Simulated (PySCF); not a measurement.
**Two probes of the same atoms: core binding energy and nuclear shielding**

Compound: C6H12OSi.
Numbering: `[CH2:1]=[C:2]([CH3:3])[Si@H:4]1[CH2:5][CH2:6][CH2:7][O:8]1`

Binding energies: PySCF, delta-SCF UKS SCAN, pcX-2 on the ionised atom, pcseg-1 elsewhere, spin-free X2C. Shieldings: GIAO CAM-B3LYP/pcSseg-1, non-relativistic, same geometry.

```tsv
atom	C 1s (eV)
C1	289.86
C2	289.92
C3	290.74
C5	289.98
C6	290.66
C7	291.95
```

Question: What are the absolute isotropic shieldings of these atoms?

Answer: 
```csv
atom,environment,C 1s (eV),isotropic shielding (ppm)
C1,terminal =CH2 carbon,289.86,42.2
C2,fully substituted alkene carbon,289.92,28.2
C5,sp3 carbon bound to silicon,289.98,172.3
C6,ring CH2 carbon,290.66,154.4
C3,allylic carbon,290.74,160.8
C7,sp3 carbon bound to oxygen,291.95,112.2
```

Question: Among the listed atoms, is the one with the highest binding energy also the least shielded?

Answer: No. The highest binding energy is at C7 (291.95 eV, shielding 112.2 ppm), the lowest shielding at C2 (28.2 ppm, 289.92 eV).

Over these 6 sites the two quantities correlate at r = 0.33. By binding energy: C1 < C2 < C5 < C6 < C3 < C7. By shielding: C2 < C1 < C7 < C6 < C3 < C5.

The structure is a single PBE0-D3(BJ)/def2-SVP conformer in the gas phase; no vibrational or solvent corrections.
